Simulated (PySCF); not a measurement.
**O³⁺ (oxygen, charge +3) across methods**

[He] 2s2 2p1, 2P determinant. Computed with PySCF 2.14 in aug-cc-pCVTZ-DK with one added diffuse shell each of s, p, d, f type (8s7p5d3f, 75 functions), with the spin-free X2C one-electron Hamiltonian (Gaussian nucleus).

```
   method  E (hartree)  mean ε 2s α (eV)  mean ε 2s β (eV)  mean ε 2p α (eV)  Σ⟨r²⟩ (bohr²)   ⟨S²⟩
    TPSSh     -71.3129           -82.017           -79.085           -68.506          3.380  0.751
CAM-B3LYP     -71.2741           -84.710           -81.726           -71.263          3.397  0.751
      LDA     -70.7202           -80.019           -77.575           -66.239          3.410  0.751
     PBE0     -71.2329           -83.214           -80.187           -69.602          3.387  0.751
   r2SCAN     -71.2609           -81.095           -78.239           -67.814          3.387  0.752
    B97-3     -71.2907           -83.463           -80.523           -69.818          3.377  0.751
      UHF    -71.14807           -91.171           -85.714           -78.016          3.393  0.753
  wB97X-V     -71.3042           -85.726           -82.969           -71.965          3.393  0.751
      PBE     -71.2199           -80.257           -77.876           -66.611          3.391  0.751
```
